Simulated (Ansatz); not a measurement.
Computed with Ansatz on PBE0-D4/def2-TZVP structures; ΔE is electronic, products minus reactants. CCSD(T)/CBS is the MP2 limit (def2-TZVPP, def2-QZVPP) plus CCSD(T) − MP2 in def2-TZVPP, frozen cores. This one scheme is used for every species. Functionals use def2-TZVPP. B3LYP here is the variant with VWN-RPA as its local correlation; programs differ in this. Each species was taken in one conformer, which may not be the lowest.

Consider the cleavage of the P–Si bond: `C[SiH2]P` + `PBS` → `PBSP` + `C[SiH3]`.

```json
{"level": "LDA (SPW92)", "ΔE (eV)": "0.23"}
{"level": "B3LYP", "ΔE (eV)": "0.16"}
```

**Question.** What does CCSD(T)/CBS give? (An estimate is asked.)

**Answer.** Ansatz gave: +0.19 eV. The listed levels differ from it by 0.04, -0.03 eV.

Largest T1 diagnostic among the species: 0.016.

Leaving LDA and LC-ωPBE aside and taking each functional with its dispersion term where it has one, the values, not all of them listed here, spread over 0.09 eV, from BLYP-D4 to B97M-V. At CCSD(T), def2-SVP lies +0.08 eV from the extrapolated value and def2-TZVPP +0.02 eV.
